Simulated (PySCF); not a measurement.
Cartesian coordinates (Å):
```xyz
7

Cd    -0.0440    -0.0031    -0.0026
O     -0.3246    -0.6338    -1.8486
C      0.7377    -0.8772    -2.7318
H      1.3493     0.0216    -2.9557
H      0.3123    -1.2194    -3.6939
H      1.4318    -1.6729    -2.3895
Br     0.0982     0.7638     2.2706
```
Charge 0, spin multiplicity 1.

Question: Estimate the total energy, HOMO, LUMO, HOMO–LUMO gap and dipole moment that TPSSh-D3(BJ)/def2-TZVP // r2SCAN-D4/def2-SVP in PySCF returns for this input.

Answer: 
```yaml
total_energy: -2857.0021 Ha
HOMO: -6.66 eV
LUMO: -2.27 eV
HOMO–LUMO gap: 4.39 eV
dipole_moment: 1.45 D
```
